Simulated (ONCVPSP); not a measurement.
**u(r) = r·R(r): atom against pseudo-atom (V (Z = 23))**

Columns: radius, all-electron u(r) and pseudo u(r) of the 3p shell (level -43.95 eV) of vanadium in the configuration [Ne] 3s2 3p6 3d3 4s2; LDA (Perdew-Zunger), scalar-relativistic, ONCV scheme, ONCVPSP 4.0.1.

| r (bohr) | all-electron | pseudo |
| --- | --- | --- |
| 0.095 | -0.4180 | 0.0388 |
| 0.190 | -0.5347 | 0.1481 |
| 0.285 | -0.2631 | 0.3093 |
| 0.380 | 0.1362 | 0.4964 |
| 0.475 | 0.5049 | 0.6815 |
| 0.570 | 0.7815 | 0.8408 |
| 0.665 | 0.9568 | 0.9579 |
| 0.760 | 1.0445 | 1.0258 |
| 0.855 | 1.0654 | 1.0463 |
| 0.950 | 1.0396 | 1.0264 |
| 1.045 | 0.9838 | 0.9766 |
| 1.140 | 0.9107 | 0.9075 |
| 1.235 | 0.8293 | 0.8282 |
| 1.330 | 0.7457 | 0.7454 |
| 1.425 | 0.6641 | 0.6640 |
| 1.520 | 0.5869 | 0.5868 |
| 1.615 | 0.5154 | 0.5153 |
| 1.710 | 0.4503 | 0.4503 |
| 1.805 | 0.3919 | 0.3918 |
| 1.900 | 0.3398 | 0.3398 |
| 1.995 | 0.2938 | 0.2938 |
| 2.090 | 0.2535 | 0.2534 |
| 2.185 | 0.2182 | 0.2182 |
| 2.280 | 0.1875 | 0.1875 |
| 2.375 | 0.1609 | 0.1609 |
| 2.470 | 0.1379 | 0.1378 |

Question: How many radial nodes do the two functions have?

Answer: The all-electron 3p function has n − l − 1 = 1; the pseudo-wave has 0, since the states of the same l below it are removed with the core.

Question: At about which radius was the pseudo-wave matched?

Answer: 1.50 bohr. The columns agree to 0.0005 from 1.33 bohr on; several derivatives are matched, so the curves merge somewhat inside the radius.

Question: Is the pseudo-wave norm-conserving?

Answer: Yes: the ONCV scheme keeps the norm inside the radius equal to the all-electron one, which fixes the energy derivative of the logarithmic derivative at the level.
